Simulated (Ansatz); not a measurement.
Species: C2H2F, charge 0, doublet. C2H2F (SMILES [H]/[C]=C\F, doublet).
B3LYP-D3(BJ)/def2-TZVP minimum from Ansatz (a first-principles code):
```
C
C 1 1.2993
F 1 1.3620 2 122.94
H 2 1.0735 1 143.70 3 0.00
H 1 1.0829 2 125.50 4 180.00
```
Charge 0, spin multiplicity 2.

Atomisation energy term by term, kcal/mol (programs: Ansatz). Open shells are spin-unrestricted; no spin-orbit coupling. Correlated methods leave the cores frozen. Rows without X2C or -DK are non-relativistic. CBS(X,Y): correlation extrapolated as X^-3, Hartree-Fock from the larger set (Q,5: extrapolated as (X+1)exp(-9√X)). A bracket is a step between two methods taken in the basis named. 'core' is core correlation in cc-pwCVTZ, 'X2C' scalar relativity in cc-pVTZ-DK, both at CCSD(T). Where a partner has so few electrons that a lower coupled-cluster level is exact, that level stands in. The UHF reference of C2H2F ([H]/[C]=C\F, doublet) is spin-contaminated (<S^2> up to 0.18 over the pure value in the sets run).

```tsv
term	basis	kcal/mol
Hartree-Fock	CBS(cc-pVQZ,cc-pV5Z)	323.90
CCSD correlation	CBS(cc-pVQZ,cc-pV5Z)	115.38
(T)	CBS(cc-pVQZ,cc-pV5Z)	9.56
CCSDT(Q) - CCSD(T)	cc-pVDZ	0.98
core correlation	cc-pwCVTZ	2.15
scalar relativity	X2C, cc-pVTZ-DK	-0.48
sum: De		451.5
```
